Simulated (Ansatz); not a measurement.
Start from `[OH][GeH]1[O][AlH]1` and change one atom or group to get `[F][GeH]1[O][AlH]1`.

Ansatz, PBE0-D4/def2-TZVP geometries, multiplicity 1. Each molecule was computed in one conformer, which needn't be the lowest.

Scalar relativity is left out up to krypton.

```csv
property,`[OH][GeH]1[O][AlH]1`
"ideal-gas entropy at 298 K and 1 bar (rigid rotor, harmonic PBE0-D4/def2-TZVP) / J/(mol·K)",325
HOMO–LUMO gap (PBE0/def2-TZVPP) / eV,4.81
zero-point energy (PBE0-D4/def2-TZVP) / kJ/mol,85.4
size of the dipole moment (ωB97M-V/def2-TZVPP) / D,3.33
HOMO–LUMO gap (ωB97M-V/def2-TZVPP) / eV,8.48
HOMO–LUMO gap (B3LYP/def2-TZVPP) / eV,4.45
```

(1) What does the change do to each property? (Estimate.)

## Answers

(1) Computed: 
```
                                                                                  property  `[F][GeH]1[O][AlH]1`  shift
ideal-gas entropy at 298 K and 1 bar (rigid rotor, harmonic PBE0-D4/def2-TZVP) / J/(mol·K)                   319     -6
                                                      HOMO–LUMO gap (PBE0/def2-TZVPP) / eV                  5.05   0.24
                                            zero-point energy (PBE0-D4/def2-TZVP) / kJ/mol                  54.8  -30.6
                                        size of the dipole moment (ωB97M-V/def2-TZVPP) / D                  3.80   0.47
                                                   HOMO–LUMO gap (ωB97M-V/def2-TZVPP) / eV                  8.75   0.27
                                                     HOMO–LUMO gap (B3LYP/def2-TZVPP) / eV                  4.68   0.23
```

With PBE0 the HOMO falls by 0.36 eV and the LUMO falls by 0.12 eV, so the gap widens by about 0.24 eV. PBE moves the HOMO by -0.35 eV and ωB97M-V by -0.37 eV. The zero-point energy changes by -30.6 kJ/mol with -3 modes. Dipoles are sizes alone; their direction can turn.

B3LYP here is the variant with VWN-RPA as its local correlation; programs differ in this.
